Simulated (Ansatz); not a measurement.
Geometry optimisation, RKS revPBE-D4/def2-SVP (Ansatz).

input.yaml

```yaml
crystal:
  periodic: [false, false, false]
  atoms:
    - { symbol: B, position_ang: [0.0, 0.0, 0.0] }
    - { symbol: Cl, position_ang: [0.0, 0.0, 2.21] }
    - { symbol: F, position_ang: [1.1431, 0.0, -0.66] }
    - { symbol: F, position_ang: [-1.1431, 0.0, -0.66] }
    - { symbol: Br, position_ang: [0.0978, -2.2185, 0.7379] }
    - { symbol: H, position_ang: [0.0571, -1.2951, 1.8904] }
basis:
  gaussian: { orbitals: def2-SVP }
hamiltonian:
  xc: revpbe
  dispersion: d4
relax:
  f_tol: 0.15
  max_steps: 25
  restrain:
    - { distance: [0, 4], at: 3.24, k: 30.0 }
    - { distance: [5, 1], at: 2.57, k: 30.0 }
    - { distance: [0, 1], at: 1.86, k: 30.0 }
    - { distance: [5, 4], at: 1.55, k: 30.0 }
```

Command:

```bash
$ ansatz run input.yaml --threads 2 --pin off --max-ram 3072MiB --backend cpu --events-out ev --progress --plain --runs-dir out
```

Task: Where does it end, and by what steps?

Result: The run converged. The restraints hold the end off the free minimum. After 7 steps the energy has fallen by 2.811 eV (the restraints' own energy left out); Cl2 moved furthest, 0.75 Å. Parted: B1–Br5 (2.34 → 3.24 Å), Cl2–H6 (1.34 → 2.57 Å).

| step | energy less start (eV) | largest force component (eV/Å) | accepted |
| --- | --- | --- | --- |
| 0 | 0.0000 | 7.426 | yes |
| 1 | -1.2823 | 2.526 | yes |
| 2 | -1.8529 | 2.656 | yes |
| 3 | -2.3006 | 2.520 | yes |
| 4 | -2.7448 | 1.194 | yes |
| 5 | -2.7641 | 1.196 | yes |
| 6 | -2.7685 | 1.172 | yes |
| 7 | -2.8111 | 1.007 | yes |

```xyz
6
Properties=species:S:1:pos:R:3
B -0.009 0.264 0.054
Cl -0.034 0.656 1.841
F 1.149 0.206 -0.578
F -1.151 0.150 -0.599
Br 0.075 -2.883 0.827
H 0.125 -1.907 1.973
```

Run time: 16 s on 2 threads of Arm Neoverse V1 (shared host), peak memory 0.15 GiB.
